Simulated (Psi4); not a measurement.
C3H3 (SMILES C#C[CH2]), doublet, at a GFN2-xTB geometry. Base run: PBE0/STO-3G in Psi4.

Input for Psi4:
```
memory 2 GB

molecule {
0 2
  C     0.00115726    0.01003220    0.11038988
  C     0.01388675    0.12038277    1.32463807
  C    -0.01295680   -0.11232118   -1.23593195
  H     0.02483153    0.21526197    2.36864642
  H     0.90225786   -0.24555186   -1.78366465
  H    -0.93961264   -0.07827287   -1.77955781
}

set basis sto-3g
set reference uks

energy('pbe0')
print_variables()
```

Variants of this job, named by their change:

```csv
change,ΔE vs base (µEh),SCF cycles,grid points,basis functions
base,0.0,10,128428,18
d_convergence = 1e-10,0.0,15,128428,18
dft_radial_scheme = multiexp,0.0,10,135149,18
scf_type = dfdirj+cosx,-108,11,128428,18
guess = gwh,0.0,11,128428,18
dft_spherical_points = 194,9.2,10,82575,18
dft_spherical_points = 590,1.5,10,250716,18
level_shift = 0.3,0.0,10,128428,18
puream = false,44.0,10,128428,18
df_basis_scf = def2-universal-jkfit,0.0,10,128428,18
level_shift = 1.0,0.0,10,128428,18
dft_pruning_scheme = treutler,18.6,10,70618,18
guess = core,0.0,15,128428,18
```

Open shells are given as the SCF converged; they aren't shown to be the lowest states, and a large step between rows can be another state.
